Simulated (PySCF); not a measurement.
Isomers of C2H6O2SSi.

All values: PBE0/pcSseg-1 (PySCF) at GFN2-xTB geometries, gas phase, one conformer each.

(1) Rank by the lowest Hirshfeld charge on any atom, lowest value first.
A. `[O:1]=[C:2]([OH:3])[CH2:4][S:5][SiH3:6]` with O1–C2–O3–H 1°, O1–C2–C4–S5 -40°, C2–C4–S5–Si6 49°
B. `[SH:1][SiH:2]1[O:3][CH2:4][CH2:5][O:6]1` with H–S1–Si2–O3 96°, S1–Si2–O3–C4 -122°, Si2–O3–C4–C5 -7°, O3–C4–C5–O6 20°, C4–C5–O6–Si2 -24°
C. `[CH3:1][O:2][C:3](=[S:4])[O:5][SiH3:6]` with C1–O2–C3–S4 0°, O2–C3–O5–Si6 -179°
D. `[CH3:1][Si@@:2]([OH:3])([SH:4])[CH:5]=[O:6]` with C1–Si2–O3–H 76°, C1–Si2–S4–H 62°, C1–Si2–C5–O6 -38°

(2) Rank by HOMO energy, lowest first.
A. `[O:1]=[C:2]([OH:3])[CH2:4][S:5][SiH3:6]` with O1–C2–O3–H 1°, O1–C2–C4–S5 -40°, C2–C4–S5–Si6 49°
B. `[CH3:1][S:2][SiH2:3][O:4][CH:5]=[O:6]` with C1–S2–Si3–O4 180°, S2–Si3–O4–C5 180°, Si3–O4–C5–O6 0°
C. `[SH:1][SiH:2]1[O:3][CH2:4][CH2:5][O:6]1` with H–S1–Si2–O3 96°, S1–Si2–O3–C4 -122°, Si2–O3–C4–C5 -7°, O3–C4–C5–O6 20°, C4–C5–O6–Si2 -24°

(3) Rank by the highest Hirshfeld charge on any atom, highest value first.
A. `[O:1]=[C:2]([OH:3])[CH2:4][S:5][SiH3:6]` with O1–C2–O3–H 1°, O1–C2–C4–S5 -40°, C2–C4–S5–Si6 49°
B. `[SH:1][SiH:2]1[O:3][CH2:4][CH2:5][O:6]1` with H–S1–Si2–O3 96°, S1–Si2–O3–C4 -122°, Si2–O3–C4–C5 -7°, O3–C4–C5–O6 20°, C4–C5–O6–Si2 -24°
C. `[CH3:1][O:2][C:3](=[S:4])[O:5][SiH3:6]` with C1–O2–C3–S4 0°, O2–C3–O5–Si6 -179°
D. `[CH3:1][Si@@:2]([OH:3])([SH:4])[CH:5]=[O:6]` with C1–Si2–O3–H 76°, C1–Si2–S4–H 62°, C1–Si2–C5–O6 -38°
E. `[CH3:1][S:2][SiH2:3][O:4][CH:5]=[O:6]` with C1–S2–Si3–O4 180°, S2–Si3–O4–C5 180°, Si3–O4–C5–O6 0°

Results:

(1) D (-0.299 e), B (-0.243 e), A (-0.223 e), C (-0.187 e).

(2) C (-7.71 eV), B (-7.15 eV), A (-6.93 eV).

(3) B (+0.437 e), D (+0.422 e), C (+0.382 e), E (+0.369 e), A (+0.272 e).

All values together:

| SMILES | μ (D) | HOMO (eV) | LUMO (eV) | lowest IAO charge (e) | highest IAO charge (e) | lowest Hirshfeld charge (e) | highest Hirshfeld charge (e) |
| --- | --- | --- | --- | --- | --- | --- | --- |
| COC(=S)O[SiH3] | 0.93 | -6.86 | -0.76 | -0.535 (O) | +0.847 (Si) | -0.187 (S) | +0.382 (Si) |
| S[SiH]1OCCO1 | 2.66 | -7.71 | 0.18 | -0.650 (O) | +1.239 (Si) | -0.243 (O) | +0.437 (Si) |
| CS[SiH2]OC=O | 1.70 | -7.15 | -0.26 | -0.573 (O) | +0.919 (Si) | -0.243 (O) | +0.369 (Si) |
| C[Si@@](O)(S)C=O | 2.61 | -6.84 | -1.58 | -0.782 (O) | +1.166 (Si) | -0.299 (O) | +0.422 (Si) |
| O=C(O)CS[SiH3] | 2.71 | -6.93 | -0.54 | -0.462 (O) | +0.564 (Si) | -0.223 (O) | +0.272 (Si) |

Conformers: `[CH3:1][O:2][C:3](=[S:4])[O:5][SiH3:6]` with C1–O2–C3–S4 0°, O2–C3–O5–Si6 -179°; `[SH:1][SiH:2]1[O:3][CH2:4][CH2:5][O:6]1` with H–S1–Si2–O3 96°, S1–Si2–O3–C4 -122°, Si2–O3–C4–C5 -7°, O3–C4–C5–O6 20°, C4–C5–O6–Si2 -24°; `[CH3:1][S:2][SiH2:3][O:4][CH:5]=[O:6]` with C1–S2–Si3–O4 180°, S2–Si3–O4–C5 180°, Si3–O4–C5–O6 0°; `[CH3:1][Si@@:2]([OH:3])([SH:4])[CH:5]=[O:6]` with C1–Si2–O3–H 76°, C1–Si2–S4–H 62°, C1–Si2–C5–O6 -38°; `[O:1]=[C:2]([OH:3])[CH2:4][S:5][SiH3:6]` with O1–C2–O3–H 1°, O1–C2–C4–S5 -40°, C2–C4–S5–Si6 49°.
